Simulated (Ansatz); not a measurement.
F$_{3}$GeHS, SMILES `[F][Ge]([F])([F])[SH]`. The species carries charge 0 and has multiplicity 1.

Cartesian coordinates in Å:
```
F -0.2875 -1.7076 -0.5756
Ge -0.4258 -0.1401 0.0884
F -2.0169 0.3977 -0.2050
F -0.2749 -0.3734 1.7736
S 0.9794 1.2882 -0.7343
H 2.0256 0.5351 -0.3470
```

What are the harmonic wavenumbers in cm⁻¹ at PBE0-D4/def2-TZVP (Ansatz, finite differences of forces, unscaled)? (An estimate is asked.)

Ansatz gave: 75, 154, 180, 238, 240, 266, 446, 731, 756, 762, 788, 2701.

Is this a minimum?

Yes, all 12 modes are real.

Give the ideal-gas thermochemistry at 298.15 K and 1 bar (rigid rotor, harmonic oscillator; point group Cs, symmetry number 1).

Zero-point energy 43.9 kJ/mol; H(298) − E = 64.6 kJ/mol; entropy 354.2 J/(mol·K), of which translation 172.4, rotation 114.9, vibration 66.9; G(298) − E = -41.0 kJ/mol. Modes under 100 cm⁻¹ are hindered rotations or soft bends, so the harmonic entropy is rough.

And at 400, 500, 600, 800 and 1000 K?


```tsv
T (K)	H − E (kJ/mol)	S (J/mol/K)	G − E (kJ/mol)
400	75.0	384.1	-78.6
500	85.9	408.5	-118.3
600	97.3	429.2	-160.2
800	121.0	463.2	-249.6
1000	145.4	490.5	-345.1
```
